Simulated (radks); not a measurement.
Task: B III, 3 electrons, occupied as [He] 2s1. Method: Dirac Kohn-Sham, PBEsol, spin-unpolarised, spherical densities, finite nucleus; Fermi nuclear charge, rms radius 2.406 fm; computed with a radial shooting solver on a logarithmic mesh with Libxc functionals. Some entries of the table are withheld. Estimate them.

orbital  occ.  eigenvalue (hartree)  <1/r> (bohr^-1)  <r> (bohr)
1s1/2       2                   (1)            4.654      0.3289
2s1/2       1              -1.14948              (2)       1.646
2p1/2       0                   (3)           0.7979         (4)
2p3/2       0                   (5)           0.7975         (6)

Result: 
(1) 1s1/2 eigenvalue (hartree): -7.71804
(2) 2s1/2 <1/r> (bohr^-1): 0.8741
(3) 2p1/2 eigenvalue (hartree): -0.92880
(4) 2p1/2 <r> (bohr): 1.600
(5) 2p3/2 eigenvalue (hartree): -0.92855
(6) 2p3/2 <r> (bohr): 1.600
